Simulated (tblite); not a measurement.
Species: C7H16N2.
Numbering: `[CH3:1][CH:2]([CH3:3])[C@H:4]1[CH2:5][CH2:6][NH:7][N:8]1[CH3:9]` (hydrogens: H10, H11, H12 on C1; H13 on C2; H14, H15, H16 on C3; H17 on C4; H18, H19 on C5; H20, H21 on C6; H22 on N7; H23, H24, H25 on C9)

Cartesian coordinates in Å at the GFN2-xTB level; atoms count from 1:
```
atom  x, y, z in Å
C1     1.9844   -1.1358    0.4558
C2     1.2618   -0.2134   -0.5229
C3     2.1909    0.9178   -0.9564
C4    -0.0187    0.3475    0.1196
C5    -0.9239    1.0879   -0.8948
C6    -2.2647    0.3417   -0.7817
N7    -1.9243   -0.9666   -0.2308
N8    -0.8353   -0.7568    0.6576
C9    -1.3237   -0.5219    2.0017
H10    2.8630   -1.5721   -0.0142
H11    1.3206   -1.9336    0.7760
H12    2.3047   -0.5784    1.3336
H13    0.9770   -0.7998   -1.4042
H14    2.4945    1.5051   -0.0919
H15    1.7078    1.5828   -1.6681
H16    3.0846    0.5097   -1.4230
H17    0.2714    1.0090    0.9419
H18   -1.0236    2.1456   -0.6599
H19   -0.5245    0.9922   -1.9050
H20   -2.7844    0.2374   -1.7327
H21   -2.9316    0.8427   -0.0736
H22   -1.5830   -1.5741   -0.9745
H23   -2.0021   -1.3343    2.2530
H24   -1.8551    0.4321    2.1183
H25   -0.4767   -0.5406    2.6853
```

Calculated harmonic vibrations of the isolated species, GFN2-xTB (tblite), most abundant isotopes, no scaling. This tight-binding method is rough: wavenumbers can miss measured ones by several per cent, in bad cases by 10 to 20. One conformer, not necessarily the lowest.

Harmonic wavenumbers (cm⁻¹): 31.1, 82.7, 168.8, 196.4, 200.4, 216.8, 228.1, 269.3, 310.3, 375.0, 424.3, 452.8, 499.2, 643.7, 687.3, 830.6, 877.3, 906.4, 915.4, 948.0, 951.9, 966.1, 990.9, 995.6, 1027.0, 1055.9, 1073.8, 1116.1, 1126.0, 1145.9, 1160.1, 1176.1, 1181.2, 1196.3, 1218.8, 1258.3, 1279.7, 1286.4, 1293.8, 1319.3, 1352.7, 1380.1, 1400.3, 1403.9, 1420.8, 1478.6, 1484.0, 1488.3, 1493.3, 1498.1, 1500.4, 1507.2, 1510.0, 2883.4, 2920.0, 2932.5, 2949.1, 2988.0, 3009.3, 3015.0, 3016.4, 3024.0, 3028.5, 3029.8, 3035.1, 3036.0, 3040.7, 3056.9, 3302.3.

A = 2420, B = 1293, C = 1006 MHz; mass 128.131 u (most abundant isotopes); point group C1, symmetry number 1.

Problem. Zero-point energy?

Solution. Half the sum of the wavenumbers: 49634 cm⁻¹ = 141.91 kcal/mol.

Problem. Give the ideal-gas entropy at 500 K and 1 bar in the rigid-rotor, harmonic-oscillator model (classical rotation).

Solution. Translation 43.05, rotation 30.56, vibration 52.44: S = 126.0 cal/(mol K).

Problem. And Cp and H(500 K) − H(0)?

Solution. Cp = 66.09 cal/(mol K), of which vibrations give 58.15 (their classical limit is 69 R = 137.1); H(500 K) − H(0) = 17.92 kcal/mol without the zero-point energy, 13.94 from vibrations.

Problem. What must be added to the electronic energy to get the Gibbs energy at 500 K and 1 bar?

Solution. ZPE + [H(500 K) − H(0)] − T·S = 141.91 + 17.92 − 63.02 = 96.81 kcal/mol.

Problem. Which modes carry the vibrational entropy at 500 K?

Solution. 31.1 cm⁻¹: 6.78; 82.7 cm⁻¹: 4.84; 168.8 cm⁻¹: 3.44; 196.4 cm⁻¹: 3.15; 200.4 cm⁻¹: 3.11; 216.8 cm⁻¹: 2.96 cal/(mol K); the other 63 give 28.16 together.

Hindered rotation and anharmonicity are outside this model. Other conformers, if any are populated, would add a mixing term that is left out. The structure is chiral; the term R ln 2 for an equal mix with its mirror image is left out.

Time: 1.1 s of wall time. Hardware: one thread of an Arm Neoverse V1, no GPU, shared host with 32 logical CPUs at a one-minute load of 11. This covers the Hessian and the dipole derivatives.
